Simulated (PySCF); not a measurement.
Species: C5H7NOS.
Z-matrix (Å and degrees, GFN2-xTB geometry), rows numbered from 1:
```
C 
O   1  1.4071
C   2  1.4102  1  113.29
C   3  1.5026  2  112.85  1   -68.66
C   4  1.3631  3  125.50  2   -59.77
S   5  1.7169  4  110.70  3   178.34
C   6  1.7366  5   88.01  4    -0.05
N   7  1.2802  6  115.04  5    -0.11
H   1  1.0958  2  111.71  3    60.03
H   1  1.0879  2  106.46  3   179.40
H   1  1.0967  2  111.04  3   -61.31
H   3  1.0935  2  105.25  1   171.08
H   3  1.0987  2  110.82  1    52.93
H   5  1.0704  4  128.17  3    -1.23
H   7  1.0715  6  120.91  5  -179.83
```

Computed at PBE0/pcSseg-1 (PySCF, non-relativistic), with Q(17O) = −0.0256 b, Q(33S) = −0.0678 b, Q(14N) = 0.02044 b: O2, 17O (I = 5/2): χzz = 12.22 MHz, η = 0.998; S6, 33S (I = 3/2): χzz = -26.72 MHz, η = 0.445; N8, 14N (I = 1): χzz = -4.732 MHz, η = 0.276.

(1) Find the zero-field quadrupole resonance frequencies of 17O at O2.

(2) Find the zero-field quadrupole resonance frequencies of 33S at S6.

(3) Find the zero-field quadrupole resonance frequencies of 14N at N8.

Answers

(1) From the eigenvalues of H = χ/[4I(2I − 1)] × [3Iz² − I(I + 1) + η(Ix² − Iy²)], steps between neighbouring levels, labelled as for η = 0: ±1/2↔±3/2 3.230 MHz, ±3/2↔±5/2 3.235 MHz (ether oxygen).

(2) From ν = (|χ|/2)√(1 + η²/3): ν = 13.80 MHz (thiophene-type sulfur).

(3) From ν± = (3/4)|χ|(1 ± η/3) and ν0 = |χ|η/2: ν+ 3.875 MHz, ν− 3.223 MHz, ν0 0.652 MHz (pyridine-type nitrogen).

In a crystal, neighbours and librations shift these lines. One conformer (not necessarily the lowest) at the GFN2-xTB geometry, without solvent, vibrations or thermal averaging. GFN2-xTB bond lengths can be off by several hundredths of an ångström, more for odd bonds, and the gradients follow them. These gradients aren't converged with respect to the basis.

These values come from a run that also computed NMR shieldings. On an Arm Neoverse N1 with one thread, on a shared host, this took 51 s of wall time (grids of density and orbitals included).
